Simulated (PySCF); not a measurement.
A structure optimised at r2SCAN-D4/def2-TZVPD, used in a PySCF frequency run:

```xyz
3

Li     0.0000     0.0000     1.2700
O      0.0000     0.0000    -0.3176
H      0.0000     0.0000    -1.2691
```

Write its SMILES, formula and point group.

[Li][OH], HLiO, C∞v

What are its rotational constants (standard atomic weights)?

35.638 GHz (linear rotor, B only)
